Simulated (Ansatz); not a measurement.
The molecule ZrH+, multiplicity 3 (lowest of 2S+1 = 1, 3, 5, 7 at CCSD(T)/def2-TZVPP on PBE0 minima; our sources give no spin for the ground state, which may be another). No spin–orbit coupling.

The constants come from a fifth-degree fit in 1/R (seven points, main isotopes). In def2 and cc sets the state is the lowest found near the PBE0 minimum, followed along R.

Correlated levels freeze the inner cores; with def2 sets outer-core shells near the valence are correlated too. CBS: X⁻³ extrapolation of the correlation energy, Hartree–Fock from the larger set.

Codes used: Ansatz (Gaussian basis) for Hartree–Fock, density functionals and correlated methods. Values without a source in brackets are computed. In def2 rows elements past Kr take small-core potentials, without spin–orbit coupling.

Question: What bond length and harmonic frequency does wB97X-V/def2-TZVPP give?

Answer: r_e = 1.813 Å, ω_e = 1762 cm⁻¹.

Question: What bond length and harmonic frequency does wB97M-V/def2-TZVPP give?

Answer: r_e = 1.812 Å, ω_e = 1758 cm⁻¹.

Question: What bond length and harmonic frequency does CCSD(T)/CBS(def2-TZVPP, def2-QZVPP) give?

Answer: r_e = 1.800 Å, ω_e = 1776 cm⁻¹.

Ansatz is a quantum-chemistry and plane-wave program.
